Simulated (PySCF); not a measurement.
Species: C₆H₁₀NOP.
Bonds: C1–C2, C2–C3 (aromatic), C3–O4 (aromatic), O4–C5 (aromatic), C5–N6, N6–C7, N6–C8, C5–P9 (aromatic), C2–P9 (aromatic). Hydrogens: H10, H11, H12 on C1; H13 on C3; H14, H15, H16 on C7; H17, H18, H19 on C8.

Computed with PySCF at wB97X-D/def2-SVPD, non-relativistic, on one gas-phase PBE0-D3(BJ)/def2-SVP geometry that isn't relaxed in the solvent. The solvent is an IEF-PCM continuum (Bondi radii, 1.10 Å for H, scaled by 1.2), and excitations are vertical TDDFT with non-equilibrium linear response and a frozen core. Only the electrostatic response of the medium enters.

Gas-phase singlets (H = HOMO, L = LUMO):

```json
{"state": "S1", "E (eV)": "4.768", "λ (nm)": "260", "f": "0.256", "leading configurations": "H→L 95%"}
{"state": "S2", "E (eV)": "5.159", "λ (nm)": "240", "f": "0.009", "leading configurations": "H→L+1 32%, H→L+3 26%"}
{"state": "S3", "E (eV)": "5.472", "λ (nm)": "227", "f": "0.075", "leading configurations": "H→L+2 80%"}
{"state": "S4", "E (eV)": "5.523", "λ (nm)": "224", "f": "0.036", "leading configurations": "H→L+1 44%, H→L+3 23%"}
{"state": "S5", "E (eV)": "6.371", "λ (nm)": "195", "f": "0.013", "leading configurations": "H→L+5 54%, H→L+3 26%"}
```

Q: What are the lowest 5 singlets in cyclohexane (ε = 2.017)?

A: 
```json
{"state": "S1", "E (eV)": "4.639", "λ (nm)": "267", "f": "0.332", "leading configurations": "H→L 96%", "change by rank (eV)": "-0.129"}
{"state": "S2", "E (eV)": "5.149", "λ (nm)": "241", "f": "0.006", "leading configurations": "H→L+3 36%, H→L+1 27%", "change by rank (eV)": "-0.010"}
{"state": "S3", "E (eV)": "5.425", "λ (nm)": "229", "f": "0.125", "leading configurations": "H→L+2 91%", "change by rank (eV)": "-0.047"}
{"state": "S4", "E (eV)": "5.504", "λ (nm)": "225", "f": "0.043", "leading configurations": "H→L+1 54%, H→L+3 24%", "change by rank (eV)": "-0.019"}
{"state": "S5", "E (eV)": "6.448", "λ (nm)": "192", "f": "0.094", "leading configurations": "H-1→L 60%, H-2→L 20%", "change by rank (eV)": "+0.077"}
```

Q: The ground-state energy changes by -0.083 eV from gas to cyclohexane. By how much does the total energy of gas-phase S1 change?

A: E(S1) = E(S0) + excitation energy, so it changes by -0.083 − 0.129 = -0.212 eV: it is lowered more than the ground state, which is what a red shift means. This is the vertical state, with the slow part of the continuum still set for S0.

Q: How do the frontier levels move from gas to cyclohexane?

A: 
```
orbital  gas (eV)  solvent (eV)  change (eV)
 LUMO+2      2.56          2.52        -0.04
 LUMO+1      2.25          2.32        +0.07
   LUMO      1.74          1.70        -0.04
   HOMO     -7.00         -7.04        -0.04
 HOMO-1     -9.05         -9.11        -0.06
 HOMO-2     -9.55         -9.64        -0.09
 HOMO-3    -10.27        -10.25        +0.02
```

The HOMO–LUMO gap goes from 8.74 to 8.73 eV.

Hardware: one thread, Arm Neoverse V2 (aarch64) (shared host). Cost: 75 s of wall time, 1.4 GiB resident at most. This is the whole response run at wB97X-D/def2-SVPD in cyclohexane, SCF included.

Shape of the structure used: `[CH3:1][c:2]1[cH:3][o:4][c:5]([N:6]([CH3:7])[CH3:8])[p:9]1`: O4–C5–N6–C7 175°.

The pairwise dispersion term of wB97X-D wasn't added to the energies; at a given geometry it leaves orbitals and properties as they are.
